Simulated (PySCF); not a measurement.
TlCl from Hartree–Fock to correlated methods

State: ¹Σ⁺ (singlet), closed shell. Set-up: Tl cc-pVDZ-PP with ECP60, Cl cc-pV(D+d)Z; scalar-relativistic core potentials (PySCF 2.14). De refers to Tl + Cl in their high-spin ground configurations, without counterpoise correction. A positive dipole means Tl(−)Cl(+).

| Level | Re (Å) | ωe (cm⁻¹) | De (eV) | μ (D) |
| --- | --- | --- | --- | --- |
| RHF | 2.564 | 271 | 3.09 | -5.35 |
| RHF-MP2 | 2.528 | 289 | 4.05 | n/a |
| RHF-SCS-MP2 | 2.539 | 285 | 3.95 | n/a |
| RHF-CCSD | 2.540 | 284 | 3.81 | n/a |
| RHF-CCSD(T) | 2.539 | 285 | 3.89 | n/a |
| PBE | 2.550 | 276 | 4.46 | -4.35 |
| r²SCAN | 2.535 | 284 | 4.42 | -4.56 |
| B3LYP | 2.555 | 276 | 4.23 | -4.60 |
| PBE0 | 2.533 | 283 | 4.31 | -4.65 |
| B97-3 | 2.558 | 273 | 4.38 | -4.92 |
| MN15 | 2.514 | 289 | 4.33 | -4.49 |
| CAM-B3LYP | 2.528 | 286 | 4.19 | -4.60 |

**Question.** Which functional lies closest to RHF-CCSD(T) in De, which farthest, and by how much do they differ from it?

**Answer.** Closest is CAM-B3LYP (-1.1 pm in Re, +0.4 % in ωe, +0.30 eV in De against RHF-CCSD(T) in the same basis), farthest PBE (+1.1 pm in Re, -3.2 % in ωe, +0.57 eV in De). CCSD(T) converges more slowly with the basis than the functionals do and binds too weakly in this one, so the order can change at the basis-set limit.

**Question.** What does a quarter of exact exchange do here, going from PBE to PBE0?

**Answer.** PBE0 less PBE: -1.7 pm in Re, +2.5 % in ωe, -0.15 eV in De. Exact exchange removes part of the self-interaction that spreads semilocal densities, and in most molecules shortens and stiffens the bond and lowers De; so it does here.

**Question.** What does the step from GGA to meta-GGA do here, going from PBE to r²SCAN?

**Answer.** r²SCAN less PBE: -1.5 pm in Re, +2.9 % in ωe, -0.04 eV in De. 

Correlated steps freeze 9 core orbitals. Correlated levels converge slowly with the basis: in double zeta they bind strong bonds too weakly, by up to about 1 eV, and carry superposition errors of some tenths. Spin–orbit coupling is left out, which matters for elements this heavy, above all for dissociation energies. Where the molecule has an RHF reference, its open-shell atoms are computed with UHF.

The whole job (state search and all levels along the bond) took about 0.79 min on 1 thread of Intel Xeon 6975P-C (shared host), peak memory 0.48 GiB.
